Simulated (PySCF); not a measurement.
Cl₂La (SMILES [Cl][La+][Cl]), charge +1, singlet, geometry from GFN2-xTB (such geometries of metal compounds can be far from the true shape) (the multiplicity is a formal guess) (core potentials on La).

PySCF was given this input:
```python
from pyscf import gto, scf, dft

mol = gto.M(
    atom='''
La    0.440856   -0.032888    0.547194
Cl    0.614549    0.327651   -1.991551
Cl   -2.092713   -0.217379    0.156842
''',
    basis='def2-svp',
    ecp={'La': 'def2-svp'},
    charge=1,
    spin=0,
    verbose=4,
)

mf = dft.RKS(mol)
mf.xc = 'wb97x_v'
mf = mf.density_fit(auxbasis='def2-universal-jkfit')
mf.kernel()
```

**Question.** What does this run give for the Mulliken (on the basis functions themselves) charges in atom order, number of basis functions, HOMO-LUMO gap, nuclear repulsion energy, HOMO energy, total energy?

**Answer.** 
```yaml
Mulliken (on the basis functions themselves) charges in atom order: La1 1.39, Cl2 -0.20, Cl3 -0.20
number_of_basis_functions: 68
HOMO-LUMO gap: 9.15 eV
nuclear_repulsion_energy: 120.7152 Eh
HOMO energy: -14.95 eV
total_energy: -951.4423 Eh
```
